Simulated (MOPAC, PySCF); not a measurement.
H₄GeO₄, SMILES `[Ge]([OH])([OH])([OH])[OH]`, neutral singlet in the gas phase. 

Z-matrix (Å, degrees):
```
Ge
O 1 1.7814
H 2 0.9729 1 109.86
O 1 1.7814 2 105.80 3 152.64
H 4 0.9730 1 109.86 2 -27.75
O 1 1.7814 2 105.80 3 27.74
H 6 0.9729 1 109.86 2 -152.64
O 1 1.7815 2 117.09 3 -89.82
H 8 0.9729 1 109.86 2 -89.81
```
Charge 0, spin multiplicity 1.

All levels are single points at this geometry (PBE-D3(BJ)/def2-TZVP); Pople sets use spherical d functions. Orbital energies aren't observables, and empty levels follow the basis.

```csv
level,HOMO (eV),LUMO (eV),gap (eV),dipole (D),"vertical IE, Delta-SCF (eV)"
PBE-D3(BJ)/def2-TZVP in PySCF,-7.43,-1.51,5.92,0.00,–
B3LYP/3-21G in PySCF,-7.95,-0.16,7.79,0.00,–
B3LYP/6-311+G** (LANL2DZ on Ge) in PySCF,-9.19,-1.12,8.08,0.00,–
B3LYP/6-31G* in PySCF,-8.56,-0.53,8.02,0.00,11.03
B3LYP/LANL2DZ in PySCF,-9.03,-0.92,8.11,0.00,–
BP86/6-31G* in PySCF,-7.13,-1.23,5.90,0.00,–
M06-2X/6-31G* in PySCF,-10.71,0.89,11.60,0.00,–
PBE/6-31G* in PySCF,-7.01,-1.19,5.82,0.00,–
SVWN5/6-31G* in PySCF,-7.16,-1.41,5.76,0.00,–
HF/6-31G* in PySCF,-13.69,3.46,17.15,0.00,–
AM1 in MOPAC,-12.45,-0.69,11.76,0.00,–
PM6 in MOPAC,-12.13,-0.87,11.26,0.00,–
PM7 in MOPAC,-11.12,-1.00,10.12,0.00,–
```
